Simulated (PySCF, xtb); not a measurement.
C2H11NSi3, SMILES CC[Si@H]1N[SiH2][SiH2]1.

xtb with GFN2-xTB at its own geometry gives an orbital gap of 3.58 eV and a dipole moment of 0.37 D.

Geometry optimised at PBE0-D3(BJ)/def2-SVP. The structure was generated by enumeration; whether it is a known compound was not checked. One conformer was computed; it need not be the lowest.

Question: What does PBE0/def2-TZVP in PySCF give? (An estimate is asked for; the answer gives what the named calculation found.)

Answer: gap 6.61 eV (levels -7.01 and -0.40 eV), dipole 1.38 D.
